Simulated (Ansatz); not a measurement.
C$_{2}$H$_{6}$Cl$_{2}$Sn, triplet, geometry from GFN2-xTB of the parent state (such geometries of metal compounds can be far from the true shape) (a higher spin typed on purpose: for a closed-shell molecule this is an excited state) (all electrons, no relativity); Ansatz (a first-principles code) with B3LYP/STO-3G.

Here is a job for Ansatz.
Ansatz 0.2 input:
```yaml
crystal:
  periodic: [false, false, false]
  atoms:
    - {symbol: C, position_ang: [1.80274258, -1.51892946, 0.13022470]}
    - {symbol: Sn, position_ang: [-0.01552912, -0.26777656, -0.05001192]}
    - {symbol: C, position_ang: [-1.95844921, -1.15908069, -0.62853208]}
    - {symbol: Cl, position_ang: [0.45401961, 1.44019862, -1.56676734]}
    - {symbol: Cl, position_ang: [-0.32257777, 0.82263295, 1.98839743]}
    - {symbol: H, position_ang: [1.64728004, -2.25891613, 0.90564891]}
    - {symbol: H, position_ang: [2.63055354, -0.87076108, 0.39427872]}
    - {symbol: H, position_ang: [1.99607754, -2.00130122, -0.82002828]}
    - {symbol: H, position_ang: [-2.68555220, -0.35840678, -0.70224067]}
    - {symbol: H, position_ang: [-2.26178223, -1.86871977, 0.13139445]}
    - {symbol: H, position_ang: [-1.85039202, -1.65314243, -1.58632442]}
basis:
  gaussian:
    orbitals: STO-3G
hamiltonian:
  xc: b3lyp
magnetization: {spin_polarized: true, initial_magnetization: 2}
```

Problem. What does Ansatz print? Leave out banner, timings and long lists.

Solution. 
```
Functional definition: B3LYP
772 factors; integrals over basis functions are off by at most 2.9e-5 eV
mean field evaluation 1: about -189238.5207 eV, gradient 1.2e1 eV
mean field evaluation 2: about -189232.7160 eV, gradient 2.6e1 eV
mean field evaluation 4: about -189241.1384 eV, gradient 1.8e0 eV
mean field evaluation 8: about -189241.1521 eV, gradient 1.3e-1 eV
mean field evaluation 16: about -189241.1524 eV, gradient 1.7e-4 eV
mean field evaluation 32: about -189241.1332 eV, gradient 1.2e0 eV
mean field -189241.15238358 eV, -6954.4840778365 hartree, gradient 2.2e-5 eV, S^2 2.007746; 8 other end points of the search recorded, 0 dependent functions left out
reference -189241.15262147 eV, -6954.4840865787 hartree; 52, 50 occupied and 9, 11 virtual orbitals, 772 factors
Total energy: -189241.15262147 eV, -6954.4840865787 hartree
```
